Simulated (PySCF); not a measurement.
**Cr3+: what the settings change**

The free ion Cr3+ in its d3 configuration.

Method (PySCF 2.14, density fitting): CASSCF(3,5) with orbitals averaged over all microstates of the shell, strongly contracted NEVPT2 on the averaged canonical orbitals; basis x2c-TZVPall; spin-free X2C; gas phase; spin-orbit coupling by state interaction with the mean-field operator over all roots.

Base run: NEVPT2 ground state 4F, next 4P at 14735, then 2G at 15970 cm⁻¹, B(NEVPT2) 987, ζ 278 cm⁻¹, μeff(300 K) 2.85 μB.

Question: What happens with the basis pcseg-1 and no scalar relativity?

Answer: NEVPT2 ground state 4F, next 4P at 15087, then 2G at 16349 cm⁻¹, B(NEVPT2) 1012, ζ 288 cm⁻¹, μeff(300 K) 2.80 μB.
